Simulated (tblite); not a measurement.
Species: C₄H₈ClFO₂S.
Numbering: `[CH3:1][C:2]([CH3:3])([CH2:4][F:5])[S:6](=[O:7])(=[O:8])[Cl:9]` (hydrogens: H10, H11, H12 on C1; H13, H14, H15 on C3; H16, H17 on C4)

Computed with GFN2-xTB (tblite), gas phase: L-BFGS steps from a force-field or distance-geometry start until the largest atomic force falls under 0.01 eV/Å.

Step 20: E = -906.9583 eV
```
atom  x, y, z in Å  |  force x, y, z in eV/Å
C1     -0.8352    1.2244   -0.5029    0.010  -0.006  -0.005
C2     -0.1608   -0.0427   -0.0336    0.039  -0.016  -0.027
C3     -0.7012   -0.6043    1.2599    0.008  -0.002  -0.017
C4     -0.0450   -1.0920   -1.1315   -0.010  -0.019  -0.015
F5     -1.2897   -1.5364   -1.4980   -0.005  -0.004   0.004
S6      1.6099    0.3538    0.2443   -0.012  -0.011  -0.014
O7      2.2943   -0.7758    0.7873   -0.018   0.038   0.008
O8      2.1659    0.9905   -0.9067   -0.018   0.003   0.039
Cl9     1.5264    1.7558    1.7115    0.031  -0.012  -0.015
H10    -0.3171    1.6257   -1.3710    0.038  -0.003  -0.003
H11    -0.8267    1.9757    0.2832   -0.019  -0.012   0.024
H12    -1.8669    1.0142   -0.7805   -0.011  -0.002  -0.001
H13    -1.7234   -0.9498    1.1157   -0.020  -0.004  -0.004
H14    -0.6914    0.1542    2.0389   -0.019   0.020  -0.005
H15    -0.0939   -1.4455    1.5854    0.043  -0.002   0.004
H16     0.4255   -0.6734   -2.0270   -0.012   0.014   0.015
H17     0.5222   -1.9623   -0.7849   -0.026   0.019   0.010
```

Step 21: E = -906.9588 eV
```
atom  x, y, z in Å  |  force x, y, z in eV/Å
C1     -0.8345    1.2242   -0.5030    0.001   0.003  -0.007
C2     -0.1632   -0.0441   -0.0349    0.058  -0.009  -0.019
C3     -0.7006   -0.6043    1.2596    0.001  -0.003  -0.008
C4     -0.0463   -1.0930   -1.1327   -0.004  -0.020  -0.011
F5     -1.2901   -1.5391   -1.5004   -0.002   0.001   0.006
S6      1.6074    0.3536    0.2444    0.013  -0.004  -0.013
O7      2.2928   -0.7752    0.7879   -0.021   0.032   0.006
O8      2.1641    0.9910   -0.9059   -0.021  -0.002   0.033
Cl9     1.5278    1.7564    1.7117    0.020  -0.016  -0.017
H10    -0.3133    1.6262   -1.3686    0.039   0.003  -0.010
H11    -0.8273    1.9735    0.2847   -0.012  -0.001   0.032
H12    -1.8657    1.0179   -0.7829   -0.027  -0.012  -0.011
H13    -1.7218   -0.9521    1.1189   -0.038  -0.016  -0.013
H14    -0.6923    0.1553    2.0369   -0.013   0.033   0.007
H15    -0.0903   -1.4426    1.5860    0.047  -0.014   0.007
H16     0.4250   -0.6732   -2.0272   -0.015   0.007   0.015
H17     0.5213   -1.9625   -0.7846   -0.026   0.019   0.003
```

Question: Estimate the geometry and energy of step 22. (The exact step hangs on the optimiser's Hessian estimate; all steps are aligned on step 21, rigid shifts and turns removed.)

Answer: E = -906.9592 eV, largest force 0.048 eV/Å
```
atom  x, y, z in Å  |  force x, y, z in eV/Å
C1     -0.8338    1.2241   -0.5031   -0.007   0.010  -0.008
C2     -0.1648   -0.0455   -0.0364    0.048   0.003  -0.002
C3     -0.7000   -0.6045    1.2591   -0.006  -0.006   0.005
C4     -0.0479   -1.0943   -1.1341    0.001  -0.010  -0.001
F5     -1.2907   -1.5418   -1.5028   -0.003   0.007   0.007
S6      1.6050    0.3536    0.2447    0.029   0.005  -0.006
O7      2.2910   -0.7740    0.7889   -0.016   0.012   0.007
O8      2.1621    0.9918   -0.9047   -0.015   0.001   0.012
Cl9     1.5301    1.7570    1.7118    0.006  -0.018  -0.017
H10    -0.3087    1.6266   -1.3662    0.032   0.009  -0.010
H11    -0.8282    1.9709    0.2869   -0.005   0.003   0.029
H12    -1.8649    1.0213   -0.7855   -0.028  -0.020  -0.017
H13    -1.7208   -0.9548    1.1217   -0.035  -0.023  -0.019
H14    -0.6936    0.1570    2.0347   -0.007   0.032   0.008
H15    -0.0859   -1.4398    1.5866    0.038  -0.014   0.008
H16     0.4241   -0.6728   -2.0273   -0.014  -0.001   0.007
H17     0.5198   -1.9627   -0.7842   -0.018   0.009  -0.002
```

The energy changes by -0.0004 eV. The first-order estimate −F·Δx gives -0.0006 eV and the mean of the old and new forces, exact on a quadratic surface, -0.0004 eV. The step makes an angle of 71° with the force vector and moves no atom by more than 0.005 Å.
